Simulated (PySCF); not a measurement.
Zn (zinc, neutral): LDA calculation

Configuration: [Ar] 3d9 4s2 4p1, one real determinant (an excited configuration). Computed with PySCF 2.14 in aug-cc-pVDZ-DK, with scalar relativity by spin-free X2C-1e.

```json
{"Total energy": "-1792.486 hartree", "One-electron energy": "-2493.745 hartree", "Hartree (Coulomb) energy": "769.933 hartree", "Exchange-correlation energy": "-68.675 hartree", "⟨S²⟩": "2.0013", "⟨L²⟩": "8.005", "Sum of ⟨r⟩": "23.12 bohr", "Sum of ⟨r²⟩": "40.28 bohr²", "Traceless quadrupole moment −½Σ⟨3z² − r²⟩ along its main axis": "-5.03 e·bohr²", "Langevin diamagnetic susceptibility": "-31.9 ×10⁻⁶ cm³/mol"}
```

```json
{"shell": "1s α", "electrons": "1", "mean orbital energy (hartree)": "-349.33397", "spread (hartree)": "0", "rms radius, mean of both spins (bohr)": "0.0581"}
{"shell": "1s β", "electrons": "1", "mean orbital energy (hartree)": "-349.33242", "spread (hartree)": "0", "rms radius, mean of both spins (bohr)": "0.0581"}
{"shell": "2s α", "electrons": "1", "mean orbital energy (hartree)": "-42.83716", "spread (hartree)": "0", "rms radius, mean of both spins (bohr)": "0.246"}
{"shell": "2s β", "electrons": "1", "mean orbital energy (hartree)": "-42.81034", "spread (hartree)": "0", "rms radius, mean of both spins (bohr)": "0.246"}
{"shell": "2p α", "electrons": "3", "mean orbital energy (hartree)": "-37.23206", "spread (hartree)": "0.04493", "rms radius, mean of both spins (bohr)": "0.219"}
{"shell": "2p β", "electrons": "3", "mean orbital energy (hartree)": "-37.21092", "spread (hartree)": "0.02659", "rms radius, mean of both spins (bohr)": "0.219"}
{"shell": "3s α", "electrons": "1", "mean orbital energy (hartree)": "-5.07055", "spread (hartree)": "0", "rms radius, mean of both spins (bohr)": "0.730"}
{"shell": "3s β", "electrons": "1", "mean orbital energy (hartree)": "-5.02295", "spread (hartree)": "0", "rms radius, mean of both spins (bohr)": "0.730"}
{"shell": "3p α", "electrons": "3", "mean orbital energy (hartree)": "-3.39787", "spread (hartree)": "0.07620", "rms radius, mean of both spins (bohr)": "0.770"}
{"shell": "3p β", "electrons": "3", "mean orbital energy (hartree)": "-3.35156", "spread (hartree)": "0.03239", "rms radius, mean of both spins (bohr)": "0.770"}
{"shell": "3d α", "electrons": "5", "mean orbital energy (hartree)": "-0.69627", "spread (hartree)": "0.08402", "rms radius, mean of both spins (bohr)": "0.969"}
{"shell": "3d β", "electrons": "4", "mean orbital energy (hartree)": "-0.65085", "spread (hartree)": "0.02491", "rms radius, mean of both spins (bohr)": "0.969"}
{"shell": "4s α", "electrons": "1", "mean orbital energy (hartree)": "-0.33374", "spread (hartree)": "0", "rms radius, mean of both spins (bohr)": "2.59"}
{"shell": "4s β", "electrons": "1", "mean orbital energy (hartree)": "-0.30718", "spread (hartree)": "0", "rms radius, mean of both spins (bohr)": "2.59"}
{"shell": "4p α", "electrons": "1", "mean orbital energy (hartree)": "-0.11324", "spread (hartree)": "0", "rms radius, mean of both spins (bohr)": "3.65"}
```

⟨L²⟩ = 8.01 against 12 for a pure F term, so this real determinant mixes terms.

Densities and radii are taken from the X2C orbitals without a picture-change correction, which distorts them close to the nucleus.
